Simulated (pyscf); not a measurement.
# H₂N–Si•(SiH₃)–SiH₃ (SMILES N[Si]([SiH3])[SiH3]), doublet

Gas-phase minimum from PySCF at ωB97X-D3(BJ)/def2-SVP, one conformer. H₂N–Si•(SiH₃)–SiH₃ lies 20.7 kcal/mol over its isomer •H₂Si–N(SiH₃)–SiH₃ (electronic energy, ωB97M-D3(BJ)/def2-TZVP). 

SMILES: N[Si]([SiH3])[SiH3]
```xyz
12

N      1.3545    -0.5230     0.0882
Si     0.2105     0.5609    -0.6590
Si     0.4629     2.6661     0.3025
Si    -1.9285    -0.2986    -0.3337
H      1.2819    -1.5272    -0.0429
H      2.3196    -0.2424     0.2321
H      0.1109     2.6827     1.7565
H     -0.4198     3.6366    -0.4104
H      1.8811     3.1199     0.1673
H     -2.0015    -1.6936    -0.8665
H     -2.9118     0.5477    -1.0727
H     -2.3228    -0.3357     1.1090
```
Charge 0, spin multiplicity 2.

Bond lengths (Å): N1–Si2 1.744, N1–H5 1.015, N1–H6 1.015, Si2–Si3 2.328, Si2–Si4 2.328, Si3–H7 1.496, Si3–H8 1.493, Si3–H9 1.495, Si4–H10 1.495, Si4–H11 1.493, Si4–H12 1.496. Angles (°): Si2–N1–H5 120.8, Si2–N1–H6 120.8, H5–N1–H6 111.1, N1–Si2–Si3 108.3, N1–Si2–Si4 108.3, Si3–Si2–Si4 112.1, Si2–Si3–H7 112.7, Si2–Si3–H8 109.1, Si2–Si3–H9 109.9, H7–Si3–H8 108.5, H7–Si3–H9 107.9, H8–Si3–H9 108.7, Si2–Si4–H10 109.9, Si2–Si4–H11 109.1 (the first ones only).

Properties at ωB97X-D3(BJ)/def2-SVP:

| Property | Result |
|---|---|
| Harmonic wavenumbers, unscaled | 78, 91, 95, 148, 148, 271, 382, 408, 460, 492, 535, 546, 566, 814, 845, 881, 913, 944, 949, 957, 960, 1558, 2220, 2225, 2232, 2234, 2245, 2249, 3608, 3706 cm⁻¹ |
| Zero-point energy | 48.3 kcal/mol |
| Rotational symmetry number | 1 |
| Entropy of this conformer at 298 K and 1 atm, rigid rotor and harmonic oscillator, modes under 100 cm⁻¹ raised to 100 | 387.4 J/(mol K) |
| Dipole moment | 1.91 D |
| Spin expectation value S2 | 0.754 |

Single-point totals, which compare only within one level:

```csv
level,total energy (hartree)
ωB97X-D3(BJ)/def2-TZVP,-928.17738
PBE/def2-TZVP,-927.54059
r²SCAN/def2-TZVP,-927.95614
B3LYP-D3(BJ)/def2-TZVP,-928.15932
PBE0-D3(BJ)/def2-TZVP,-927.64472
M06-2X/def2-TZVP,-927.96370
ωB97M-D3(BJ)/def2-TZVP,-928.19984
```

Soft torsions are taken as harmonic, which can shift the entropy by several J/(mol K).
